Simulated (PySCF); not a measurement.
# Frontier orbitals and the lowest excitations

Compound: C5H8Si.
Geometry (PBE0-D3(BJ)/def2-SVP, Å), atoms numbered from 1 in this order:
```
atom  x, y, z in Å
C1     2.4701   -0.7336    0.7889
C2     0.9860   -0.5971    0.8167
C3     0.1196   -1.5610    1.2037
C4    -1.3223   -1.2410    1.1740
C5    -1.6795   -0.0047    0.7634
Si6   -0.0880    0.8858    0.3554
H7     2.9505   -0.0142    1.4736
H8     2.8761   -0.5212   -0.2142
H9     2.7935   -1.7457    1.0797
H10    0.4509   -2.5536    1.5340
H11   -2.0478   -2.0029    1.4822
H12   -2.7204    0.3193    0.7109
H13    0.0443    1.2825   -1.0816
H14    0.1805    2.0956    1.1945
```

Theory: TDDFT CAM-B3LYP/def2-SVPD, vertical, gas phase, core orbitals frozen in the response (PySCF 2.14.0, density-fitted response routines).

Kohn–Sham orbitals with the atoms that hold most of them (Löwdin shares over 4%, at most four atoms; ? is withheld):

```tsv
orbital	ε (eV)	atoms
HOMO-3	-10.31	C5 24%, Si6 24%, C4 14%, H14 8%
HOMO-2	-10.15	Si6 19%, C4 18%, C3 16%, H13 12%
HOMO-1	-9.89	C2 30%, Si6 21%, C1 10%, C5 10%
HOMO	-7.74	?
LUMO	?	?
LUMO+1	1.28	Si6 25%, C1 19%, C3 8%, H8 6%
LUMO+2	1.52	Si6 31%, C5 14%, H14 10%, H13 10%
```

(1) Give the leading atoms of the LUMO.

(2) Which atoms hold the HOMO, and with what shares?

(3) What is the LUMO energy, and the HOMO–LUMO gap?

## Answers

(1) C4 (bonded to 2 C and H) 20%; C5 (bonded to C, Si and H) 18%; C2 (bonded to 2 C and Si) 18%; C3 (bonded to 2 C and H) 16%.

(2) C5 (bonded to C, Si and H) 24%; C2 (bonded to 2 C and Si) 23%; C3 (bonded to 2 C and H) 19%; C4 (bonded to 2 C and H) 16%.

(3) ε(LUMO) = -0.29 eV; the gap is 7.46 eV (0.2741 hartree).

Task: How does S1 compare with the orbital gap of 7.46 eV?

Result: S1 is at 4.34 eV (f = 0.084), 3.11 eV below the gap, made of HOMO→LUMO (98%). 

Task: Give energy, strength and leading configuration of S1 and S2, and follow the Löwdin shares of the leading atoms from the occupied to the empty orbital.

Result: 
- S1 (4.34 eV, f 0.084), HOMO→LUMO (98%): C5 24% → 18%, C2 23% → 18%, C4 16% → 20%
- S2 (5.70 eV, f 0.0004), HOMO-1→LUMO (93%): C2 30% → 18%, Si6 21% → at most 17%, C4 at most 11% → 20%, C5 10% → 18%
